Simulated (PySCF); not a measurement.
C3H4, charge +1, doublet, geometry from GFN2-xTB (a state made from the parent by changing its charge; the spin is typed, not shown lowest), atoms displaced at random by about 0.08 Å a coordinate; PySCF with TPSS/6-31G, gradient.

PySCF was given this input:
```python
from pyscf import gto, scf, dft

mol = gto.M(
    atom='''
C     1.260714   -0.091174    0.008767
C    -0.045805   -0.056533   -0.111372
C    -1.366154   -0.040746   -0.056395
H     1.869634   -0.426337   -0.644899
H     1.848636    0.700240    0.735566
H    -1.997719    0.251623   -0.904760
H    -1.814289   -0.220375    0.844291
''',
    basis='6-31g',
    charge=1,
    spin=1,
    verbose=4,
)

mf = dft.UKS(mol)
mf.xc = 'tpss'
mf.grids.level = 5
mf.kernel()
g = mf.nuc_grad_method()
g.grid_response = False
grad = g.kernel()
```

What the program printed (banner, timings and long lists left out):

```
PySCF version 2.14.0

[INPUT] verbose = 4
[INPUT] num. atoms = 7
[INPUT] num. electrons = 21
[INPUT] charge = 1
[INPUT] spin (= nelec alpha-beta = 2S) = 1
[INPUT] symmetry False subgroup None
[INPUT] Mole.unit = angstrom
[INPUT] Symbol           X                Y                Z      unit          X                Y                Z       unit  Magmom
[INPUT]  1 C      1.260714000000  -0.091174000000   0.008767000000 AA    2.382404181405  -0.172293889681   0.016567228934 Bohr   0.0
[INPUT]  2 C     -0.045805000000  -0.056533000000  -0.111372000000 AA   -0.086558905136  -0.106831887000  -0.210462577945 Bohr   0.0
[INPUT]  3 C     -1.366154000000  -0.040746000000  -0.056395000000 AA   -2.581656903979  -0.076998780672  -0.106571104795 Bohr   0.0
[INPUT]  4 H      1.869634000000  -0.426337000000  -0.644899000000 AA    3.533096213175  -0.805660166769  -1.218682488006 Bohr   0.0
[INPUT]  5 H      1.848636000000   0.700240000000   0.735566000000 AA    3.493415744011   1.323261821465   1.390018286542 Bohr   0.0
[INPUT]  6 H     -1.997719000000   0.251623000000  -0.904760000000 AA   -3.775141783840   0.475498556641  -1.709748608461 Bohr   0.0
[INPUT]  7 H     -1.814289000000  -0.220375000000   0.844291000000 AA   -3.428509320811  -0.416448394701   1.595478759435 Bohr   0.0

nuclear repulsion = 59.1157043102416
number of shells = 23
number of NR pGTOs = 82
number of NR cGTOs = 35
basis = 6-31g
ecp = {}

******** <class 'pyscf.dft.uks.UKS'> ********
method = UKS
initial guess = minao
damping factor = 0
level_shift factor = 0
DIIS = <class 'pyscf.scf.diis.CDIIS'>
diis_start_cycle = 1
diis_space = 8
diis_damp = 0
SCF conv_tol = 1e-09
SCF conv_tol_grad = None
SCF max_cycles = 50
direct_scf = True
direct_scf_tol = 1e-13
number electrons alpha = 11  beta = 10
XC library pyscf.dft.libxc version 7.1.2
    S. Lehtola, C. Steigemann, M. J. T. Oliveira, and M. A. L. Marques,  SoftwareX 7, 1–5 (2018)
XC functionals = tpss
    J. Tao, J. P. Perdew, V. N. Staroverov, and G. E. Scuseria,  Phys. Rev. Lett. 91, 146401 (2003)
    J. P. Perdew, J. Tao, V. N. Staroverov, and G. E. Scuseria,  J. Chem. Phys. 120, 6898 (2004)
    J. Tao, J. P. Perdew, V. N. Staroverov, and G. E. Scuseria,  Phys. Rev. Lett. 91, 146401 (2003)
    J. P. Perdew, J. Tao, V. N. Staroverov, and G. E. Scuseria,  J. Chem. Phys. 120, 6898 (2004)
radial grids:
    Treutler-Ahlrichs [JCP 102, 346 (1995); DOI:10.1063/1.469408] (M4) radial grids

becke partition: Becke, JCP 88, 2547 (1988); DOI:10.1063/1.454033
pruning grids: <function nwchem_prune>
grids dens level: 5
symmetrized grids: False
atomic radii adjust function: <function treutler_atomic_radii_adjust>
small_rho_cutoff = 0
Set gradient conv threshold to 3.16228e-05
tot grids = 223096
init E= -116.808306351369

cycle= 1 E= -116.269042326913  delta_E= 0.539  |g|= 0.147  |ddm|= 1.79
cycle= 2 E= -116.227191476708  delta_E= 0.0419  |g|= 0.318  |ddm|= 0.567
cycle= 3 E= -116.282522535971  delta_E= -0.0553  |g|= 0.0193  |ddm|= 0.289
cycle= 4 E= -116.28263561642  delta_E= -0.000113  |g|= 0.0162  |ddm|= 0.0386
cycle= 5 E= -116.282768862261  delta_E= -0.000133  |g|= 0.00929  |ddm|= 0.023
cycle= 6 E= -116.282826783533  delta_E= -5.79e-05  |g|= 0.00143  |ddm|= 0.0101
cycle= 7 E= -116.282829451504  delta_E= -2.67e-06  |g|= 0.00049  |ddm|= 0.0032
cycle= 8 E= -116.28282987275  delta_E= -4.21e-07  |g|= 0.00017  |ddm|= 0.00143
cycle= 9 E= -116.282829920209  delta_E= -4.75e-08  |g|= 5.43e-05  |ddm|= 0.00052
cycle= 10 E= -116.282829923214  delta_E= -3.01e-09  |g|= 1.04e-05  |ddm|= 0.000104
cycle= 11 E= -116.282829923351  delta_E= -1.37e-10  |g|= 2.01e-06  |ddm|= 2.33e-05
Extra cycle  E= -116.282829923354  delta_E= -3.18e-12  |g|= 2.56e-06  |ddm|= 6.26e-06
converged SCF energy = -116.282829923354  <S^2> = 0.75706382  2S+1 = 2.0070514

******** <class 'pyscf.grad.uks.Gradients'> for <class 'pyscf.dft.uks.UKS'> ********
unit = Eh/Bohr
grid_response = False
--------------- UKS gradients ---------------
         x                y                z
0 C     0.0424216445    -0.1035548166    -0.1100129452
1 C    -0.0005177462     0.0045410756    -0.0060207690
2 C    -0.0150756325    -0.0166703993     0.0504524844
3 H    -0.0875966151     0.0606445515     0.0957074085
4 H     0.0309563495     0.0392835457     0.0223270702
5 H    -0.0013977195     0.0047036021    -0.0006711106
6 H     0.0312100944     0.0110525930    -0.0517825625
----------------------------------------------
```
